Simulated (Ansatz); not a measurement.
Reaction (cleavage of the Si–Si bond): `[F][GeH2][SiH2][SiH3]` + `OPS` → `OP([SiH3])S` + `[F][GeH2][SiH3]`

Isolated molecules relaxed with PBE0-D4/def2-TZVP in Ansatz; ΔE leaves out vibrations. CCSD(T)/CBS adds triple-zeta CCSD(T) − MP2 to the extrapolated MP2 energy (def2 sets, frozen cores). DFT in def2-TZVPP. B3LYP here is the variant with VWN-RPA as its local correlation; programs differ in this. For Ge outer-core shells are correlated without core-valence functions, which leaves a few kJ/mol of doubt a bond. Scalar relativity is left out up to krypton. Each species was taken in one conformer, which may not be the lowest.

`[F][GeH2][SiH2][SiH3]`:

```xyz
11

F    -0.759    2.278    0.772
Ge    0.258    1.104    1.585
Si    0.950   -0.422   -0.112
Si   -0.880   -0.894   -1.489
H     1.378    1.928    2.246
H    -0.641    0.467    2.660
H     1.449   -1.654    0.561
H     2.068    0.181   -0.887
H    -0.524   -1.947   -2.477
H    -2.008   -1.379   -0.651
H    -1.292    0.337   -2.208
```

`OPS`:

Z-matrix (Å, degrees):
```
P
S 1 2.112
O 1 1.647 2 105.9
H 1 1.417 2 91.7 3 -95.0
H 2 1.343 1 94.9 3 -106.8
H 3 0.961 1 110.2 2 104.3
```

`OP([SiH3])S`:

Z-matrix (Å, degrees):
```
Si
P 1 2.276
H 1 1.486 2 107.8
H 1 1.484 2 109.1 3 -119.5
H 1 1.491 2 110.8 3 119.1
S 2 2.112 1 92.2 3 -167.2
O 2 1.647 1 102.1 3 -60.6
H 6 1.345 2 96.5 1 -160.3
H 7 0.963 2 114.7 1 -50.4
```

`[F][GeH2][SiH3]`:

Cartesian coordinates in Å:
```
F -0.997 2.078 0.261
Ge -0.684 0.636 -0.683
Si 0.728 -0.751 0.647
H -2.068 0.032 -0.977
H -0.035 1.134 -1.986
H 1.998 -0.039 0.936
H 1.019 -1.996 -0.112
H 0.038 -1.094 1.915
```

Task: Is it downhill or uphill in electronic energy at CCSD(T)/CBS, and by how much? (An estimate is asked.)

Result: Ansatz gave: Nearly level: ΔE = +0.4 kJ/mol.

Task: What do these levels give: PBE-D4, B3LYP-D4, ωB97X-V, r2SCAN, B3LYP, SCS-MP2/def2-TZVPP, CCSD/def2-TZVPP, CCSD(T)/def2-TZVPP, MP2/def2-QZVPP, HF/CBS(def2), MP2/CBS(def2), CCSD/CBS(def2)? (An estimate is asked.)

Result: The calculation gave: PBE-D4 0.4, B3LYP-D4 -2.0, ωB97X-V 0.2, r2SCAN 0.4, B3LYP 1.1, SCS-MP2/def2-TZVPP -1.1, CCSD/def2-TZVPP 3.1, CCSD(T)/def2-TZVPP 1.9, MP2/def2-QZVPP -3.2, HF/CBS(def2) 1.7, MP2/CBS(def2) -3.9, CCSD/CBS(def2) 1.6 kJ/mol.

Largest T1 diagnostic among the species: 0.014.

The D4 term adds −3.0 kJ/mol with B3LYP and −1.3 kJ/mol with PBE0; it sums over pairs of atoms, weighted by their polarisabilities, and B3LYP, whose exchange is more repulsive, gets the larger term.
